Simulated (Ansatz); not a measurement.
A nudged elastic band was laid between two geometries of Cl3HOSn + ClH (8 atoms, charge 0, multiplicity 1).

Method: RKS B3LYP-D4/def2-SVP (Ansatz 0.2.0).

```json
{"movable images": "9", "climbing image": "yes", "spring": "5.0 eV/Å²", "optimiser": "quadratic models (default)", "start path": "through a guess of the saddle point", "force threshold": "0.05 eV/Å", "iteration limit": "47", "end points": "relaxed"}
```

Initial state:

```xyz
8
Properties=species:S:1:pos:R:3
Sn -0.096 0.022 -0.081
O -0.051 -0.177 1.900
H -0.659 0.433 2.347
Cl 2.045 0.392 -0.910
Cl -1.412 1.931 -0.437
Cl -1.127 -1.799 -1.101
Cl 1.615 -2.645 1.584
H 0.927 -1.701 2.173
```

Final state:

```xyz
8
Properties=species:S:1:pos:R:3
Sn 0.534 -0.190 -0.065
O -0.618 -0.482 2.093
H -1.336 -1.116 1.928
Cl 1.672 -0.092 -2.129
Cl 0.040 2.060 0.340
Cl -1.282 -1.600 -0.644
Cl 2.210 -1.183 1.289
H 0.021 -0.941 2.663
```

(1) Which bonds break or form, and what moves?

(2) Give the energies along the band, and the barrier.

(3) What is the geometry of the highest image?

(4) What are the harmonic wavenumbers there?

## Answers

(1) Bonds broken: Cl7–H8. Bonds formed: Sn1–Cl7, O2–H8. Cl3HOSn + ClH becomes Cl4H2OSn.

(2) The forces met the threshold. The highest image is number 3 of 0 to 10, 4.0 kcal/mol above the first end and 24.2 kcal/mol above the last; the last end lies 20.2 kcal/mol below the first. A vibrational analysis at the climbing image gives one clearly imaginary mode, 586i cm⁻¹: a first-order saddle point. The orbitals stay closed-shell, which can raise the energy where a bond breaks towards radicals; this wasn't checked here.

| image | path coordinate (Å) | energy (kcal/mol) | Cl7–H8 (Å) | Sn1–Cl7 (Å) | O2–H8 (Å) |
| --- | --- | --- | --- | --- | --- |
| 0 | 0.00 | 0.0 | 1.31 | 3.58 | 1.83 |
| 1 | 0.30 | 0.5 | 1.32 | 3.30 | 1.73 |
| 2 | 0.60 | 2.2 | 1.35 | 3.03 | 1.56 |
| 3 | 0.90 | 4.0 | 1.47 | 2.83 | 1.33 |
| 4 | 1.58 | -10.3 | 2.08 | 2.49 | 0.99 |
| 5 | 2.27 | -13.4 | 2.59 | 2.40 | 0.97 |
| 6 | 2.95 | -14.6 | 2.73 | 2.39 | 0.97 |
| 7 | 3.64 | -16.8 | 2.85 | 2.37 | 0.97 |
| 8 | 4.32 | -18.8 | 2.97 | 2.36 | 0.97 |
| 9 | 5.01 | -19.6 | 2.75 | 2.36 | 0.97 |
| 10 | 5.69 | -20.2 | 2.60 | 2.37 | 0.97 |

(3) 
```xyz
8
Properties=species:S:1:pos:R:3:forces:R:3
Sn 0.098 -0.218 -0.043 0.00 0.00 -0.01
O 0.074 -0.133 2.018 0.00 0.01 0.01
H -0.712 0.233 2.457 0.00 0.00 0.00
Cl 2.138 0.373 -1.003 0.00 0.00 0.00
Cl -1.258 1.698 -0.297 0.00 0.00 0.00
Cl -1.176 -1.866 -1.106 0.00 0.00 0.00
Cl 1.396 -2.323 1.334 0.00 0.00 0.00
H 0.682 -1.307 2.113 0.00 0.00 0.00
```

(4) 586i, 59, 77, 110, 127, 129, 133, 176, 315, 352, 373, 402, 574, 600, 789, 1037, 1462, 3782 cm⁻¹.

The run took 6.1 min on 4 threads of AMD EPYC 7R43 64-Core Processor (Zen 3), with other jobs on the host, peak memory 0.4 GiB.
